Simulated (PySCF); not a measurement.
**Ca(2+): ionisation energy**

Ca(2+) [Ar] (1S) → Ca(3+) [Ne] 3s2 3p5 (2P), as a difference of total energies. Calculation: PySCF 2.14, in pcseg-2 (6s4p3d, 33 functions); no relativity, point nucleus. Correlated levels: valence: [Ne] 3s2 frozen. The calculations carry no spin-orbit coupling.

```csv
method,ionisation energy (eV)
UHF,49.696
M06-2X,51.021
M06-L,51.059
MP2 (valence),50.875
SCS-MP2 (valence),50.808
CCSD (valence),50.852
CCSD(T) (valence),50.867
```

Q: How much does correlation contribute at CCSD(T) (valence)?

A: 50.867 − (49.696) = 1.171 eV, measured against UHF.

These non-relativistic numbers lack the scalar-relativistic shift.

The reference lies between the lowest fine-structure levels, while these numbers refer to the centres of the terms.

Errors of the correlated levels include the incompleteness of this basis and the frozen core.

For comparison: 50.913 eV (measured; NIST Atomic Spectra Database, ionization energies).
